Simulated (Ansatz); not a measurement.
**Question.** Name a neutral molecule of F, O, W and H with HOMO–LUMO gap (PBE0/def2-TZVPP) between 6.45 and 6.75 eV and HOMO–LUMO gap (PBE/def2-TZVPP) between 3.90 and 4.20 eV (Ansatz, PBE0-D4/def2-TZVP geometry).

**Answer.** `[OH][W]([OH])([OH])([OH])([OH])[F]` (6.52 eV, 4.15 eV). Other molecules can fit too; these were computed, each in one conformer that needn't be the lowest.
